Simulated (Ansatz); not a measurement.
Gas-phase electronic energies from Ansatz, PBE0-D4/def2-TZVP geometries. CBS: MP2 limit from def2 TZ/QZ plus the TZ coupled-cluster correction, frozen cores. DFT in def2-TZVPP. Elements past krypton have def2 core potentials. For Sn outer-core shells are correlated without core-valence functions, which leaves a few kJ/mol of doubt a bond. One conformer a species, not always the lowest.

Consider the redistribution: `[BH2][SnH2][BH]F` + `CB[SiH3]` → `CBBF` + `[BH2][SnH2][SiH3]`.

| level | ΔE (kJ/mol) |
| --- | --- |
| BLYP-D4 | -39.7 |
| r2SCANh-D4 | -41.6 |
| PBE-QIDH | -42.8 |
| SCS-MP2/def2-QZVPP | -41.7 |

**Question.** What does CCSD(T)/CBS give? (An estimate is asked.)

**Answer.** Computed: -40.7 kJ/mol. The listed levels differ from it by 1.0, -0.9, -2.1, -1.0 kJ/mol.

**Question.** What do rigid-rotor, harmonic-oscillator terms from PBE0-D4/def2-TZVP frequencies (298.15 K, 1 bar) make of the CCSD(T)/CBS value? (Estimate.)

**Answer.** Computed: ΔZPE = +1.5 kJ/mol, ΔH = -39.6 kJ/mol, ΔS = -10 J/(mol·K), ΔG = -36.7 kJ/mol. Modes under 50 cm⁻¹ make the entropy rough.

Largest T1 diagnostic among the species: 0.015.

From BLYP to BHLYP (50 % exact exchange), in def2-TZVPP and without D4, ΔE moves by −5.4 kJ/mol. Leaving LDA and LC-ωPBE aside and taking each functional with its dispersion term where it has one, the values, not all of them listed here, spread over 8.3 kJ/mol, from BHLYP-D4 to revPBE-D4.
